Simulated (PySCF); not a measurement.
**Input and output**

[Hg(H2S)2]2+ (singlet). PySCF 2.14.0, RKS CAM-B3LYP, Hg def2-SVP with ECP60, S def2-SVP, H def2-SVP; non-relativistic Hamiltonian with scalar-relativistic core potentials where named; density fitting; no spin-orbit coupling. Purpose: singlet excitations, Tamm-Dancoff CAM-B3LYP.

```python
mol = gto.M(atom='''
Hg    -0.01139    -0.00000     0.00000
S      0.01867    -0.15642     2.49756
H      0.83514     0.93131     2.73101
H     -1.14129     0.55325     2.73170
S      0.01867     0.15642    -2.49756
H      0.83514    -0.93131    -2.73101
H     -1.14129    -0.55325    -2.73170''',
    basis={'Hg': 'def2-SVP', 'S': 'def2-SVP', 'H': 'def2-SVP'},
    ecp={'Hg': 'def2-SVP'},
    charge=2, spin=0)
mf = dft.RKS(mol, xc='CAMB3LYP')
mf.grids.atom_grid = (50, 194)
mf = mf.density_fit()  # fitting sets: Hg def2-universal-JKFIT, S def2-universal-JKFIT, H def2-universal-JKFIT
mf.conv_tol = 1e-08; mf.max_cycle = 55
mf.kernel(dm0)  # dm0: converged density of the relaxed state
td = mf.TDA(); td.nstates = 8; td.kernel()
```

Run from Python with OMP_NUM_THREADS=2; the lines above give its settings. Where DIIS fails, smearing, a level shift and second-order steps follow.
It took 31 s on 2 threads of Arm Neoverse V1 (shared host), from an already converged density.

(1) Where do the frontier levels lie, over both spins?

(2) What are the Mulliken charges and spins?

(3) Which singlet excitations follow (Tamm-Dancoff, 8 states)?

The geometry was relaxed with PBE (Hg def2-SVP with ECP60, S def2-SVP, H def2-SVP).

Results:

(1) HOMO -20.55 eV, LUMO -12.32 eV. 

(2) 
```tsv
atom	charge (e)	spin (e)
Hg1	0.726	0.000
S2	0.194	0.000
H3	0.222	0.000
H4	0.221	0.000
S5	0.194	0.000
H6	0.222	0.000
H7	0.221	0.000
```

(3) 
```csv
state,eV,oscillator strength
1,6.26,0.0003
2,6.28,0.8211
3,7.37,0.0000
4,7.70,0.0990
5,7.78,1.1096
6,8.33,0.0000
7,8.45,0.0061
8,8.56,0.0002
```
